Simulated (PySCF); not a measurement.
**SMILES FB(F)[C@H]1[SiH2]C[C@@H]1F, C₃H₆BF₃Si**

Molfile (atoms numbered from 1):
```
C3H6BF3Si
     RDKit          3D

 14 14  0  0  0  0  0  0  0  0999 V2000
    2.1185   -0.7817    1.5289 F   0  0  0  0  0  0  0  0  0  0  0  0
    1.8659   -0.8367    0.2294 B   0  0  0  0  0  0  0  0  0  0  0  0
    2.6496   -1.6782   -0.4267 F   0  0  0  0  0  0  0  0  0  0  0  0
    0.6813   -0.1004   -0.4299 C   0  0  1  0  0  0  0  0  0  0  0  0
   -1.0358   -1.0054   -0.3688 Si  0  0  0  0  0  4  0  0  0  0  0  0
   -1.4416    0.7878    0.1497 C   0  0  0  0  0  0  0  0  0  0  0  0
    0.0547    1.1020    0.2953 C   0  0  2  0  0  0  0  0  0  0  0  0
    0.4019    2.2973   -0.2936 F   0  0  0  0  0  0  0  0  0  0  0  0
    0.8912    0.1695   -1.4652 H   0  0  0  0  0  0  0  0  0  0  0  0
   -1.5035   -1.4947   -1.6623 H   0  0  0  0  0  0  0  0  0  0  0  0
   -1.1672   -2.0003    0.6928 H   0  0  0  0  0  0  0  0  0  0  0  0
   -1.8630    1.3888   -0.6547 H   0  0  0  0  0  0  0  0  0  0  0  0
   -2.0281    0.9788    1.0444 H   0  0  0  0  0  0  0  0  0  0  0  0
    0.3754    1.1729    1.3383 H   0  0  0  0  0  0  0  0  0  0  0  0
  1  2  1  0
  2  3  1  0
  2  4  1  0
  4  5  1  0
  5  6  1  0
  6  7  1  0
  7  8  1  0
  7  4  1  0
  4  9  1  6
  5 10  1  0
  5 11  1  0
  6 12  1  0
  6 13  1  0
  7 14  1  1
M  END
```

Method used: TDDFT B3LYP/def2-SVPD circular dichroism and optical rotation, one conformer, gas phase (PySCF 2.14.0). Geometry: GFN2-xTB.

The molecule is flexible and this is one conformer; a measurement averages over conformers. States above about 8.4 eV (minus the energy of the highest occupied orbital) lie near or above the ionisation threshold and depend on the basis.

(1) Draw the ECD and absorption spectra from the lowest 16 states, each a Gaussian of half-width 0.2 eV at 1/e height.

## Answers

(1) 
```
E (eV)  λ (nm)  Δε (L mol⁻¹ cm⁻¹)  ε (L mol⁻¹ cm⁻¹)
  6.36     195              -0.01              12.2
  6.51     191              -0.27               316
  6.66     186              -3.11              2750
  6.81     182             -12.34              8190
  6.96     178             -15.45              8610
  7.11     174              +5.62              4420
  7.26     171             +47.12              5700
  7.41     167             +65.07              9420
  7.56     164             +31.32             10400
  7.71     161              +8.51              8780
  7.86     158             +23.48              5100
  8.01     155             +26.12              4150
  8.16     152              -5.85              5110
  8.31     149             -36.41              4690
  8.46     147             -32.80              4290
```
Δε uses R in velocity form, ε uses f in length form. Only the states computed contribute, so the short-wavelength end is incomplete.
